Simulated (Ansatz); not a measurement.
Four-centre ligand exchange

Start structure (CH7FGe, closed shell), relaxed at PBE0-D4/def2-TZVP:

| atom | x (Å) | y (Å) | z (Å) |
| --- | --- | --- | --- |
| Ge1 | -0.9385 | -0.0343 | -0.5050 |
| H2 | -0.5312 | 1.4639 | -0.6003 |
| H3 | -0.7950 | -0.6285 | -1.9141 |
| H4 | -2.4164 | -0.0482 | -0.0850 |
| C5 | 0.1977 | -0.9449 | 0.7871 |
| H6 | 1.1563 | 1.7760 | -0.4445 |
| F7 | 2.0792 | 1.7739 | -0.3462 |
| H8 | -0.0684 | -2.0010 | 0.8392 |
| H9 | 0.0729 | -0.5023 | 1.7758 |
| H10 | 1.2434 | -0.8544 | 0.4928 |

The step: CH₆Ge ([CH3][GeH3]) + HF → CH₅FGe ([CH3][GeH2][F]) + H₂; bonds formed: Ge1–F7, H2–H6; bonds broken: Ge1–H2, H6–F7. Program: Ansatz 0.2.0. Basis: def2-TZVPP and def2-QZVPP. Cores are frozen in the correlated methods. Filled d shells of the heavier atoms are correlated. The def2 sets are not built for correlating such inner shells, so the correlated values are less sure here. Extrapolation: Hartree–Fock as exp(−7.88 √X), correlation as X^−2.97. Energies below are by CCSD(T) at an estimated basis limit (MP2 extrapolated from triple and quadruple zeta, plus CCSD(T) − MP2 in triple zeta).

Question: What are the electronic barrier and the energy of the step, from the start structure to the end structure? (To be estimated.)

Answer: Computed: Barrier 1.801 eV; step energy -0.365 eV (downhill); reverse barrier, their difference, 2.165 eV. Barrier and step energy count from the start structure, the reverse barrier from the end structure.

The saddle point: One imaginary mode of 1137i cm⁻¹.
```json
{"pair": "Ge1–F7", "start (Å)": "3.52", "saddle (Å)": "2.08", "end (Å)": "1.75"}
{"pair": "H2–H6", "start (Å)": "1.72", "saddle (Å)": "0.94", "end (Å)": "0.75"}
{"pair": "Ge1–H2", "start (Å)": "1.56", "saddle (Å)": "1.86", "end (Å)": "3.94"}
{"pair": "H6–F7", "start (Å)": "0.93", "saddle (Å)": "1.25", "end (Å)": "2.57"}
```

Zero-point energy (harmonic, PBE0-D4): ZPE is 1.930 eV at the start and 1.851 eV at the saddle, so the barrier goes from 1.801 to 1.723 eV.

The T1 diagnostic stays at or below 0.013.

Labels in which every atom is bracketed show which atoms are joined, not bond orders.

For scale, one of the runs: CCSD(T)/def2-TZVPP, 208 basis functions, launched by `ansatz run in.yaml --threads 4 --pin off --events-out ev --progress --plain --max-ram 9574MiB`. The run took 100 s on 4 CPU threads of an Intel Xeon (shared host), with 2.9 GiB of host memory at its peak.
